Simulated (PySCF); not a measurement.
These are PBE0-D3(BJ)/def2-TZVPD in PySCF values and carry that method's errors. Gas-phase values, no solvent. 

Reference species (SMILES): `[Cl][Al-][Cl]` (lower singlet) (charge -1, multiplicity 1).

- HOMO: -0.96 eV

Changed species: `[C-]#[N+][Al-][Cl]` (lower singlet) (X = isocyano, multiplicity 1; the reference has X = chloro, multiplicity 1).

Question: Predict the effect on the HOMO.

Answer: the HOMO falls by 0.18 eV, to -1.14 eV.
